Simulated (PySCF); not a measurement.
A GIAO shielding run with PySCF (density fitting, non-relativistic, gas phase) on SMILES C#CC#CB(O)O, C$_{4}$H$_{3}$BO$_{2}$:

```
$ OMP_NUM_THREADS=1 python probes_run.py task.json out

{"job": {"kind": "nmr", "xc": "PBE", "basis": "pcSseg-2", "pop": false}, "charge": 0, "multiplicity": 1}
C      3.506803     0.017453    -0.111769
C      2.290027     0.008121    -0.118006
C      0.920443    -0.003289    -0.124112
C     -0.304248    -0.009066    -0.129289
B     -1.853245    -0.013090    -0.131339
O     -2.553188    -1.163791    -0.275623
O     -2.558267     1.134013     0.013034
H      4.581327     0.034743    -0.107177
H     -1.984890    -1.933903    -0.361810
H     -1.994621     1.907290     0.100509
```

Hardware: 1 thread of an Arm Neoverse N1, shared host.

(1) How large is the calculation?

(2) How long does it take, and how much memory does it need?

(3) And these other runs on the same molecule and hardware: GIAO shielding at BHandHLYP/pcSseg-2; GIAO shielding at BLYP/pcSseg-2; GIAO shielding at KT3/pcSseg-2; GIAO shielding at LC-wPBE/pcSseg-2; GIAO shielding at LDA/pcSseg-2; GIAO shielding at OPBE/pcSseg-2?

Answers

(1) 48 electrons, 294 basis functions and 786 auxiliary functions.

(2) 79 s of wall time, with 18 SCF cycles; peak memory 0.9 GiB. Times on a shared host scatter by some tens of per cent.

(3) BHandHLYP/pcSseg-2: 294 functions, 61 s; BLYP/pcSseg-2: 294 functions, 76 s; KT3/pcSseg-2: 294 functions, 79 s; LC-wPBE/pcSseg-2: 294 functions, 89 s; LDA/pcSseg-2: 294 functions, 61 s; OPBE/pcSseg-2: 294 functions, 78 s.
